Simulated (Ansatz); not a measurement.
## Ansatz (development build ahead of 0.2.0) run

```yaml
crystal:
  periodic: [false, false, false]
  atoms:
    - { symbol: C, position_ang: [1.4, 0.0, 0.0] }
    - { symbol: C, position_ang: [0.7, 1.21244, 0.0] }
    - { symbol: C, position_ang: [-0.7, 1.21244, 0.0] }
    - { symbol: C, position_ang: [-1.4, 0.0, 0.0] }
    - { symbol: C, position_ang: [-0.7, -1.21244, 0.0] }
    - { symbol: C, position_ang: [0.7, -1.21244, 0.0] }
    - { symbol: "N", position_ang: [2.84, 0.0, 0.0] }
    - { symbol: O, position_ang: [3.37, 1.1, 0.0] }
    - { symbol: H, position_ang: [1.2425, 2.15207, 0.0] }
    - { symbol: H, position_ang: [-1.2425, 2.15207, 0.0] }
    - { symbol: H, position_ang: [-2.485, 0.0, 0.0] }
    - { symbol: H, position_ang: [-1.2425, -2.15207, 0.0] }
    - { symbol: H, position_ang: [1.2425, -2.15207, 0.0] }
basis:
  gaussian: { orbitals: def2-SVP }
magnetization:
  spin_polarized: true
  initial_magnetization: 2
hamiltonian:
  xc: pbe0
```

The input is written out in the form of the current development build from the run's settings.

The run gave:

```
Converged                       : yes
Total energy                    : -360.84062 hartree
Spin squared of the determinant : 2.023
Stability test                  : minimum
```

Caution: another spin multiplicity may lie lower.
